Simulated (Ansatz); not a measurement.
C2H4BClO, relaxed with RKS PBE0-D4/def2-TZVP in the Gaussian-basis code of Ansatz from a PBE-D4/def2-SVP geometry. The force threshold is 0.005 eV/Å; the program also tests the step.

The species carries charge 0 and has multiplicity 1. The bonds changed during the relaxation, so this is another structure than the one it started from.

Start:

```xyz
9

B    -0.789   -1.118    0.518
C    -0.088    0.022   -0.292
Cl    1.030   -1.352    1.222
C     0.554    1.321   -0.452
O     0.426    0.226   -1.472
H    -1.533   -0.710    1.393
H    -1.128   -2.072   -0.155
H    -0.056    2.213   -0.674
H     1.584    1.469   -0.088
```

Problem. By how much does the energy fall, and how many steps does the optimiser take? (Estimate.)

Solution. The calculation gave: 1.09 kcal/mol, in 6 steps.

Problem. Which bonds change most? (An estimate is asked.)

Solution. Ansatz gave: B1–H6 from 1.219 to 1.196 Å; C4–O5 from 1.502 to 1.481 Å; B1–H7 from 1.216 to 1.195 Å; C4–H9 from 1.102 to 1.082 Å.

Problem. Give the relaxed structure. (Estimate.)

Solution. Ansatz gave: 
```xyz
9

B    -0.793   -1.104    0.512
C    -0.085    0.025   -0.287
Cl    1.017   -1.333    1.186
C     0.550    1.310   -0.448
O     0.438    0.221   -1.445
H    -1.508   -0.713    1.388
H    -1.123   -2.044   -0.148
H    -0.053    2.180   -0.681
H     1.556    1.458   -0.077
```
